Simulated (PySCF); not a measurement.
Estimate the missing entries of this data sheet.

Species: C5H4FN3S.
SMILES: `CC(=S)c1nc(ncn1)F`

Conformer (atom-mapped SMILES and torsion angles): `[CH3:1][C:2](=[S:3])[c:4]1[n:5][cH:6][n:7][c:8]([F:9])[n:10]1`: C1–C2–C4–N5 180°.

```csv
property,level,value
point group of the GFN2-xTB geometry,GFN2-xTB,?
"rotational constants A, B, C of the GFN2-xTB geometry",GFN2-xTB,"2.564, 0.770, 0.594 GHz"
dipole moment,PBE0/def2-SVPD,?
HOMO energy,PBE0/def2-SVPD,-6.79 eV
LUMO energy,PBE0/def2-SVPD,?
lowest singlet excitation,TDDFT PBE0/def2-SVPD,"1.55 eV (800 nm, f = 0.000)"
strongest line among the 6 lowest singlet transitions,TDDFT PBE0/def2-SVPD,"S5 at 4.62 eV (268 nm, f = 0.293)"
lowest triplet excitation (Tamm–Dancoff),TDA PBE0/def2-SVPD,1.07 eV
static isotropic polarisability,PBE0/def2-SVPD,?
electronic spatial extent ⟨r²⟩ about the centre of nuclear charge,PBE0/def2-SVPD,?
13C chemical shifts (computed TMS as zero) by class,GIAO PBE0/pcSseg-1,?
1H chemical shifts (computed TMS as zero) by class,GIAO PBE0/pcSseg-1,"9.50 (1 H), 3.95 (3 H) ppm"
"isotropic shieldings of nuclei other than C and H, by class",GIAO PBE0/pcSseg-1,?
```

Gas-phase values; electronic properties from PySCF, density fitting. One conformer (not necessarily the lowest) at the GFN2-xTB geometry, without solvent or vibrations. NMR classes are plain means over equivalent atoms (diastereotopic ones count apart unless rotation or inversion swaps them), as if these changed places fast; in this geometry the members of some classes differ.

Q: The LUMO energy?

A: -3.67 eV.

Q: What is the static isotropic polarisability?

A: 100.0 au.

Q: Give the point group of the GFN2-xTB geometry.

A: Cs.

Q: Give the isotropic shieldings of nuclei other than C and H, by class.

A: -46 (1 N), -19 (1 N), 4 (1 N), 209 (1 F), -1122 (1 S) ppm.

Q: Give the 13C chemical shifts (computed TMS as zero) by class.

A: 265.3 (1 C), 182.7 (1 C), 175.2 (1 C), 156.8 (1 C), 44.4 (1 C) ppm.

Q: The electronic spatial extent ⟨r²⟩ about the centre of nuclear charge?

A: 1718 bohr².

Q: Give the dipole moment.

A: 0.49 D.

The rotational constants make it an asymmetric top with κ = (2B − A − C)/(A − C) = -0.82, nearer the prolate limit (−1). In atomic units the dipole is 0.19 e·bohr (1 au = 2.5417 D). The vertical singlet–triplet gap S1 − T1 is 0.48 eV (TDDFT singlet less Tamm–Dancoff triplet; S1: HOMO→LUMO, weight 0.99; T1: HOMO→LUMO, weight 0.97). The polarisability is 14.82 Å³ as a volume (1 au = 0.148185 Å³), or 1.25 au for each of the 80 electrons. With B = h/(8π²I), that is 505.379 GHz u Å² over I, the principal moments of inertia are 197.1, 656.8 and 850.8 u Å² (most abundant isotopes); the inertial defect Ic − Ia − Ib is -3.1 u Å² (zero for a rigid planar frame, negative otherwise). The 6 singlets span 1.55 to 4.83 eV, and their oscillator strengths add up to 0.30.
